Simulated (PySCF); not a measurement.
Gas-phase equilibrium of 1 mol MgCl2, 88 mol H2O at 1600 K and 0.00133 bar, among 19 species (ClO, O2, HCl, O, HO2, H2O, H, HOCl, H2O2, O3, MgCl2, H2, MgH2, MgCl, MgH, Cl, Cl2, Mg, OH). Only gases are allowed; each row takes one source of thermochemistry for all species, and Cantera finds the minimum.

Method: PySCF energies plus ideal-gas RRHO corrections (1 bar). † marks an energy on the PBE0/def2-TZVP geometry and frequencies; other levels use their own. Open shells (unrestricted) among the columns below: O2 (multiplicity 3), MgCl (multiplicity 2), OH (multiplicity 2, electronic degeneracy 4); the rest are closed-shell singlets. Spin-orbit splitting is ignored; it lowers the true energy and changes the entropy of OH. B3LYP is the form with VWN-RPA correlation. The harmonic model lacks anharmonicity and excited electronic states, which grow with temperature; levels with a mode under 35 cm⁻¹ are left out. Soft modes under 120 cm⁻¹ make the harmonic entropy rough for MgCl2.

Molecules larger than those listed are left out. Table species left out: MgO, MgOH, Mg(OH)2, Mg2.

Mole fractions:

```tsv
thermochemistry	x H2O	x H2	x O2	x HCl	x MgCl2	x Mg	x OH	x MgCl
B3LYP/def2-TZVP†	0.95	0.017	0.010	0.0095	0.0060	0.0047	0.0024	0.00032
BLYP/def2-TZVP†	0.92	0.035	0.020	0.013	0.0040	0.0066	0.0014	0.00031
M06-2X/def2-TZVP†	0.97	0.0080	0.0054	0.0067	0.0075	0.0033	0.0014	0.00036
PBE0/def2-QZVP†	0.97	0.0061	0.0045	0.0071	0.0073	0.0034	0.0015	0.00052
PBE0/def2-TZVP	0.96	0.012	0.0075	0.0084	0.0066	0.0040	0.0018	0.00052
LDA/def2-TZVP†	0.97	0.0035	0.0036	0.0075	0.0072	0.0036	1.9e-5	0.00037
```
The most sensitive of these is OH: it spans a factor of 10^2.1 over these rows; at this temperature one factor of ten is RT ln 10 = 31 kJ/mol.
